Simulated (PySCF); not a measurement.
# Computed properties of GaF₂Br, SMILES [F][Ga]([F])[Br]

GaF₂Br, SMILES [F][Ga]([F])[Br]. Geometry optimised at PBE0-D3(BJ)/def2-SVP. The structure was generated by enumeration; whether it is a known compound was not checked. One conformer was computed; it need not be the lowest. All values are computed for the isolated molecule unless a solvent is named; none is compared with measurement here.

**Structure.** The optimised structure has C2v symmetry. All 6 harmonic modes at PBE0-D3(BJ)/def2-SVP (PySCF) are real, so it is a minimum. With heavy atoms numbered as in [Ga:1]([F:2])([F:3])[Br:4], the shortest bond between them is Ga1–F2 at 1.734 Å and the longest Ga1–Br4 at 2.241 Å.

**Vibrations.** The strongest infrared lines (harmonic, unscaled, degenerate partners summed) lie at 760 cm⁻¹ (72 km/mol, F 72 %, Ga 28 %), 713 cm⁻¹ (70 km/mol, F 84 %, Ga 16 %), 172 cm⁻¹ (35 km/mol, Ga 50 %, F 46 %). The softest mode is at 130 cm⁻¹ and the zero-point energy is 3.3 kcal/mol.

**Electronic structure.** PBE0/def2-TZVPD (PySCF) places the frontier levels at -9.45 and -2.37 eV, a gap of 7.08 eV, and gives a dipole moment of 1.44 D and a mean polarisability of 46.0 bohr³. PBE/def2-TZVPD (PySCF) at the same geometry gives -8.10 and -3.31 eV, so its gap is 2.29 eV narrower. An orbital gap is neither the optical nor the fundamental gap.

**Excitations.** TDDFT-ωB97X/def2-SVPD (PySCF) has S1 at 6.03 eV (206 nm, f = 0.019, weak); the most intense of the 10 singlets computed lies at 8.16 eV (f = 0.36). T1 (TDA) is at 5.60 eV. TDDFT-PBE/def2-SVPD (PySCF) puts S1 at 4.93 eV. No vertical singlet excitation falls in the visible range (under 3.1 eV).

**NMR.** GIAO shifts at B3LYP/pcSseg-1 (PySCF) (non-relativistic, atoms alike by connectivity averaged): ¹⁹F at -141.0 ppm against CFCl3. Without spin–orbit terms, shifts of atoms bonded to Cl or Br come out too high.
